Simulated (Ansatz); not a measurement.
Ansatz (a program for electronic structure) input (wB97M-V/def2-SV(P)): A basis named .json is the Basis Set Exchange file of that set (core-valence sets with the plain set on hydrogen).

Ansatz 0.2 input:
```yaml
crystal:
  periodic: [false, false, false]
  atoms:
    - {symbol: Se, position_ang: [0.00000000, 0.00000000, 0.00000000]}
basis:
  gaussian:
    orbitals: def2-SV_P_.json
hamiltonian:
  xc: {name: wB97M-V}
magnetization: {spin_polarized: true, initial_magnetization: 2}
scf: {lower_state_search: full}
```

Output:

```
Functional definition: wB97M-V
integrals: 0.01 GiB planned
221 factors; integrals over basis functions are off by at most 1.3e-3 eV
integrals: 0.04 GiB planned
51 factors; integrals over basis functions are off by at most 1.3e-5 eV
mean field: 0.15 GiB planned
mean field evaluation 1: about -65336.2496 eV, gradient 3.5e0 eV
mean field evaluation 2: about -65336.2501 eV, gradient 3.5e0 eV
mean field evaluation 4: about -65336.2972 eV, gradient 4.1e-1 eV
mean field evaluation 8: about -65336.2978 eV, gradient 7.9e-4 eV
mean field evaluation 16: about -65336.2733 eV, gradient 3.6e0 eV
mean field evaluation 32: about -65336.2978 eV, gradient 1.8e-2 eV
mean field -65336.29783847 eV, -2401.0646590305 hartree, gradient 1.1e-5 eV, S^2 2.001827; 2 other end points of the search recorded, 0 dependent functions left out
reference -65336.29785824 eV, -2401.0646597571 hartree; 18, 16 occupied and 14, 16 virtual orbitals, 221 factors
Total energy: -65336.29785824 eV, -2401.0646597571 hartree
```
